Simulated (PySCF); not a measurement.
C₅H₇N, SMILES c1n(ccc1)C.

Geometry optimised at PBE-D3(BJ)/def2-SVP.

Computed with B3LYP/def2-TZVP (PySCF).

Symmetry labels are those of the subgroup Cs that the program uses (full group Cs).

Computed valence orbital energies around the gap with their symmetry:
```json
[
 {"orbital": "HOMO−7", "symmetry": "A\"", "energy (eV)": "-11.96"},
 {"orbital": "HOMO−6", "symmetry": "A'", "energy (eV)": "-11.38"},
 {"orbital": "HOMO−5", "symmetry": "A\"", "energy (eV)": "-11.05"},
 {"orbital": "HOMO−4", "symmetry": "A\"", "energy (eV)": "-10.22"},
 {"orbital": "HOMO−3", "symmetry": "A'", "energy (eV)": "-10.17"},
 {"orbital": "HOMO−2", "symmetry": "A'", "energy (eV)": "-10.12"},
 {"orbital": "HOMO−1", "symmetry": "A'", "energy (eV)": "-6.46"},
 {"orbital": "HOMO", "symmetry": "A\"", "energy (eV)": "-5.80"},
 {"orbital": "LUMO", "symmetry": "A'", "energy (eV)": "0.53"},
 {"orbital": "LUMO+1", "symmetry": "A'", "energy (eV)": "0.94"},
 {"orbital": "LUMO+2", "symmetry": "A\"", "energy (eV)": "1.64"},
 {"orbital": "LUMO+3", "symmetry": "A'", "energy (eV)": "1.81"}
]
```
